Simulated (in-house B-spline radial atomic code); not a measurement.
Inner-shell binding energies (edges) and X-ray emission energies of free atoms and ions, as differences of relaxed hole-state energies with first-order Breit, QED and recoil terms, without correlation or multiplet splittings, in NIST's listed ground configurations. For neutral atoms such line energies lie within some 1 to 5 eV of tabulated X-ray lines (up to 20 eV for the heaviest). Removing outer electrons raises all edges nearly alike, so lines move far less than edges. K = 1s, L1 = 2s. A dash marks a subshell that is part filled or wasn't run, or a line left out. Computed with a B-spline radial code for spherical atoms: Dirac-Hartree-Fock, average of the configuration, finite nuclei.

```tsv
ion	configuration	K edge (eV)	L1 edge (eV)
S	[Ne] 3s2 3p4	2480.14	237.66
S+	[Ne] 3s2 3p3	?	?
S2+	[Ne] 3s2 3p2	2510.01	266.18
S3+	[Ne] 3s2 3p1	2528.29	283.28
S4+	[Ne] 3s2	?	?
S6+	[He] 2s2 2p6	2595.27	344.16
S7+	[He] 2s2 2p5	2661.93	389.03
```

Question: Fill in the row of S+.

Answer: K edge (eV): 2493.92; L1 edge (eV): 250.92.

Question: Fill in the row of S4+.

Answer: K edge (eV): 2548.65; L1 edge (eV): 302.1.
